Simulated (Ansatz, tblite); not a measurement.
Isomers of Ag₂Cl₂⁺ (doublet), found by a short tight-binding search and relaxed with r2SCAN-D4/def2-SVP in Ansatz.

In the def2 sets Ag takes a core potential; there is no spin–orbit coupling. The xTB rows come from tblite.

Run but left out: HF/def2-SVP, MP2/def2-SVP, CCSD/def2-SVP, CCSD(T)/def2-SVP (flagged by the program: other roots).

B: At PBE-D4/def2-TZVP, BLYP-D4/def2-TZVP the gap within one spin of the charge 1 doublet nearly closes, so an electron or hole may be smeared out by delocalisation error.

Other spin states were run for one of them alone.

A:

```xyz
4

Ag   -0.421   -0.221    1.526
Ag    0.422    0.221   -1.525
Cl   -0.718    1.700    0.047
Cl    0.717   -1.701   -0.048
```

B:

| atom | x (Å) | y (Å) | z (Å) |
| --- | --- | --- | --- |
| Ag1 | 2.708 | 0.408 | 1.488 |
| Ag2 | -0.903 | -0.152 | -0.511 |
| Cl3 | 0.429 | 1.064 | 1.014 |
| Cl4 | -2.234 | -1.320 | -1.991 |

Q: Estimate which lies lowest at each level, and how far above it the others are (eV).

A: 
```csv
level,A,B
GFN1-xTB,0.00,0.17
GFN2-xTB,0.00,0.38
PBE-D4/def2-TZVP,0.00,0.39
BLYP-D4/def2-TZVP,0.00,0.30
r2SCAN-D4/def2-TZVP,0.00,0.46
PBE0-D4/def2-TZVP,0.00,0.32
ωB97M-V/def2-TZVP,0.00,0.23
```
Point groups (tolerance 0.1 Å): A D2h, B Cs. Lower isomers may exist.
